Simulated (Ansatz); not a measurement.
Consider the redistribution: `COB(C)[SeH]` + `Cl[B](Cl)[GeH3]` → `C[B]([GeH3])[SeH]` + `COB(Cl)Cl`.

Isolated molecules relaxed with PBE0-D4/def2-TZVP in Ansatz; ΔE leaves out vibrations. CBS: MP2 limit from def2 TZ/QZ plus the TZ coupled-cluster correction, frozen cores. Functionals use def2-TZVPP. For Ge, Se outer-core shells are correlated without core-valence functions, which leaves a few kJ/mol of doubt a bond. Scalar relativity is left out up to krypton. Each species was taken in one conformer, which may not be the lowest.

```json
{"species": "`COB(C)[SeH]`", "ωB97X-V energy (Eh)": "-2581.92560"}
{"species": "`Cl[B](Cl)[GeH3]`", "ωB97X-V energy (Eh)": "-3023.82786"}
{"species": "`C[B]([GeH3])[SeH]`", "ωB97X-V energy (Eh)": "-4545.33827"}
{"species": "`COB(Cl)Cl`", "ωB97X-V energy (Eh)": "-1060.41907"}
```

Question: Work out ΔE.

Answer: ΔE = (-4545.33827) + (-1060.41907) − (-2581.92560) − (-3023.82786) = -0.00388 Eh = -10.2 kJ/mol. CCSD(T)/CBS gives -10.6 kJ/mol.

Largest T1 diagnostic among the species: 0.013.
